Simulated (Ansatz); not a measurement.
`CC[Si](F)(F)F` → F₂ + `CC[Si]F`  (silylene formation by 1,1-elimination)

Gas-phase electronic energies from Ansatz, PBE0-D4/def2-TZVP geometries. CCSD(T)/CBS is the MP2 limit (def2-TZVPP, def2-QZVPP) plus CCSD(T) − MP2 in def2-TZVPP, frozen cores. This one scheme is used for every species. Functionals use def2-TZVPP. B3LYP here is the variant with VWN-RPA as its local correlation; programs differ in this. Each species was taken in one conformer, which may not be the lowest.

```tsv
level	ΔE (eV)	difference from CCSD(T)/CBS
revPBE-D4	10.14	-0.91
B3LYP-D4	10.70	-0.35
r2SCANh-D4	11.13	0.08
BHLYP-D4	11.29	0.24
B2PLYP	10.91	-0.14
PBE	10.23	-0.82
r2SCANh	11.12	0.07
r2SCAN0	11.30	0.25
CAM-B3LYP	10.92	-0.13
SCS-MP2/def2-QZVPP	11.25	0.20
CCSD(T)/CBS	11.05	0
```

Largest T1 diagnostic among the species: 0.013.

From r2SCAN to r2SCAN0 (25 % exact exchange), in def2-TZVPP and without D4, ΔE moves by +0.31 eV. At CCSD(T), def2-SVP lies −0.79 eV from the extrapolated value and def2-TZVPP −0.18 eV. In def2-TZVPP, CCSD(T) changes the Hartree–Fock value by −0.68 eV (the triples alone add −0.12 eV) and MP2 by −0.18 eV.
